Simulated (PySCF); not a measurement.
H₄O₃SSi, SMILES O[Si](S)(O)O. Atoms are numbered in the order given.

```xyz
9

O     -1.2468     0.3034    -1.2294
Si    -0.2980    -0.2032     0.0244
O     -0.9367    -0.0111     1.5402
O     -0.1067    -1.8314    -0.1847
S      1.4792     0.9908    -0.0517
H     -1.8620    -0.3625    -1.5632
H     -0.9890     0.8938     1.8709
H      0.2335    -2.3278     0.5691
H      1.4445     1.1017    -1.3991
```

Geometry optimised at B3LYP-D3(BJ)/def2-SVP. One conformer was computed; it need not be the lowest.

All values below come from PySCF with KT2/pcSseg-1.

GIAO shieldings, no solvent; atoms listed in one row are averaged. δ = σ(ref) − σ: ¹⁷O against H2O (σ = 330.4 ppm); ²⁹Si against TMS (σ = 361.9 ppm); ³³S against H2S (σ = 723.0 ppm); ¹H against TMS (σ = 31.47 ppm), references at their B3LYP-D3(BJ)/def2-TZVP geometries, non-relativistic.

Computed chemical shifts:
| nucleus | atoms | count | δ (ppm) |
|---|---|---|---|
| ¹⁷O | O3 | 1 | 90.0 |
| ¹⁷O | O1 | 1 | 72.8 |
| ¹⁷O | O4 | 1 | 69.6 |
| ²⁹Si | Si2 | 1 | -27.4 |
| ³³S | S5 | 1 | 9.9 |
| ¹H | H6 | 1 | 2.45 |
| ¹H | H7 | 1 | 2.41 |
| ¹H | H8 | 1 | 2.29 |
| ¹H | H9 | 1 | 1.31 |
